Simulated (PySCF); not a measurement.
Problem. What does the PBE0-D3(BJ)/def2-SVP structure of `[Te]1[C@H](OB)C=C1` look like in three dimensions?

Solution. 
```xyz
11
C3H5BOTe angstrom
B      2.1551    0.5041   -0.3050
O      0.8686    0.6520    0.0698
C     -0.0745   -0.3501   -0.0755
C     -1.4475    0.1140   -0.4539
C     -2.3081   -0.3568    0.4559
Te    -0.9309   -1.2595    1.7926
H      2.8846    1.4481   -0.1296
H      2.5214   -0.5422   -0.7990
H      0.3056   -1.1805   -0.6957
H     -1.6677    0.7006   -1.3537
H     -3.3980   -0.3070    0.4937
```

Orientation and origin are arbitrary. Atoms count from 1 in this order. The 4-membered ring C3–C4–C5–Te6 has internal angles of 63.3° to 108.0° (sum 360°, against 360° for a flat polygon); it is almost planar, 0.02 Å rms from its mean plane, widest ring torsion 4°. The 2 C–Te bonds span 2.121 Å (C5–Te6, drawn single) to 2.247 Å (C3–Te6, drawn single), a spread of 0.126 Å. The C–C distances run from 1.338 Å (C4=C5, drawn double) to 1.498 Å (C3–C4, drawn single), a spread of 0.160 Å. Of the pairs four or more bonds apart, H8···H9 is among the closest relative to their van der Waals radii: 2.31 Å, 96 % of the sum of Bondi's values.

Bonds between heavy atoms (Å): B1–O2 1.348, O2–C3 1.384, C3–C4 1.498, C4=C5 1.338, C5–Te6 2.121, C3–Te6 2.247.

Method: PySCF 2.14.0, PBE0-D3(BJ)/def2-SVP geometry optimisation, gas phase, def2 core potentials past Kr.

Point group: C1 (no symmetry element, even within 0.4 Å). Whether it is a minimum is left open (no frequencies). One conformer, not necessarily the lowest (H–B1–O2–C3 180° and 0°, B1–O2–C3–C4 -143°).

Time: 49 s; peak memory 0.52 GiB. Hardware: an Arm Neoverse V2 with one thread, shared host. These figures are those of the optimisation.
